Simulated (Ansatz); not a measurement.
Program: Ansatz. Geometries: PBE0-D4/def2-TZVP. ΔE: electronic, gas phase. CBS: MP2 limit from def2 TZ/QZ plus the TZ coupled-cluster correction, frozen cores. This one scheme is used for every species. DFT in def2-TZVPP. Each species was taken in one conformer, which may not be the lowest.

`N[C@@H](F)[Si@@H](O)F` + `[OH][AlH2]` → `N[CH](F)[AlH][OH]` + `O[SiH2]F`  (formal exchange of groups at a C–Si bond)

`N[C@@H](F)[Si@@H](O)F`:

Cartesian coordinates in Å:
```
N -1.046 0.290 1.212
C 0.291 0.000 0.928
F 0.669 -1.337 1.270
Si 0.661 0.182 -0.914
O -0.669 -0.383 -1.673
F 0.891 1.724 -1.246
H -1.707 -0.217 0.641
H -1.287 0.237 2.191
H 0.942 0.636 1.535
H 1.887 -0.527 -1.340
H -0.630 -0.604 -2.603
```

`[OH][AlH2]`:

Cartesian coordinates in Å:
```
O -1.008 -0.572 0.372
Al 0.356 0.144 -0.337
H -1.237 -0.468 1.294
H 1.322 1.039 0.546
H 0.567 -0.143 -1.874
```

`N[CH](F)[AlH][OH]`:

```xyz
10

N     0.928    1.270   -0.061
C    -0.321    0.699   -0.368
F    -1.326    1.021    0.613
Al   -0.226   -1.285   -0.501
O    -0.163   -2.188    0.932
H     1.345    0.920    0.789
H     0.932    2.282   -0.049
H    -0.689    1.164   -1.289
H    -0.159   -2.077   -1.862
H    -0.323   -1.807    1.795
```

`O[SiH2]F`:

Cartesian coordinates in Å:
```
O -0.514 0.103 1.160
Si 0.215 -0.194 -0.267
F 1.256 0.961 -0.628
H -1.159 0.809 1.216
H 0.963 -1.453 -0.097
H -0.760 -0.226 -1.383
```

```csv
level,ΔE (eV)
r2SCAN-D4,0.13
r2SCAN,0.12
```

(1) What does CCSD(T)/CBS give? (Best estimate.)

Largest T1 diagnostic among the species: 0.013.

Answers

(1) The calculation gave: +0.10 eV. The listed levels differ from it by 0.03, 0.02 eV.

The D4 term adds +0.04 eV with B3LYP and +0.02 eV with PBE0; it sums over pairs of atoms, weighted by their polarisabilities, and B3LYP, whose exchange is more repulsive, gets the larger term.

B3LYP here is the variant with VWN-RPA as its local correlation; programs differ in this.
